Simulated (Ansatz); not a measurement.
Basis-set series for C$_{5}$H$_{14}$AlN (`C[CH2][Al]([NH2])[CH](C)C`). Total charge 0; spin multiplicity 1. Geometry: relaxed with PBE0-D4/def2-TZVP. It is one conformer, not always the lowest.

| functional | basis | functions | energy (Eh) | HOMO (eV) | LUMO (eV) |
| --- | --- | --- | --- | --- | --- |
| PBE0-D4 | def2-SVP | 172 | -495.51164 | -6.65 | 0.46 |
| PBE0-D4 | def2-QZVPP | 832 | -495.90221 | -6.72 | 0.00 |
| ωB97M-V | def2-SVP | 172 | -495.74935 | -8.84 | 2.14 |
| ωB97M-V | def2-QZVPP | 832 | -496.15552 | -8.92 | 1.06 |

Give the rows for def2-TZVPP. (An estimate is asked.)

Computed: 
```tsv
functional	basis	functions	energy (Eh)	HOMO (eV)	LUMO (eV)
PBE0-D4	def2-TZVPP	424	-495.87934	-6.70	0.27
ωB97M-V	def2-TZVPP	424	-496.13325	-8.90	1.70
```

Positive LUMOs are unbound and depend on the basis.
